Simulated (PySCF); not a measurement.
## Working with the constants of HgB

TPSS constants of HgB, ²Π (doublet), unpaired electrons π ↑ (PySCF, scalar-relativistic core potentials, basis sets Hg def2-SVPD with ECP60, B def2-SVPD; masses 201.9706 and 11.0093 u):

```
ωe           : 260.6 cm⁻¹
ωexe         : 4.9 cm⁻¹
Be           : 0.28569 cm⁻¹
αe           : 0.00603 cm⁻¹
De to Hg + B : 0.394 eV
```

(1) What force constant and bond length do these constants imply?

(2) Estimate the centrifugal constant D from the Kratzer relation and find the Dunham coefficient a1.

The bond is weak. Basis-set superposition, not corrected here, can be much of De in a small basis, most of all at correlated wavefunction levels. Functionals without a dispersion term scatter widely for such bonds, and LDA overbinds them. These are scalar-relativistic numbers at best; spin–orbit coupling would shift them, the dissociation energy most. The state is the lowest determinant that a PBE0 search found; another state may lie lower at other levels.

Results:

(1) Reduced mass μred = 10.440 u; k = 5.8918×10⁻⁷·μred·ωe² (u, cm⁻¹, mdyn/Å) = 0.418 mdyn/Å; Re = √(16.8576/(μred·Be)) (u, cm⁻¹, Å) = 2.377 Å.

(2) D = 4Be³/ωe² = 1.37e-06 cm⁻¹; a1 = −1 − αeωe/(6Be²) = -4.21.
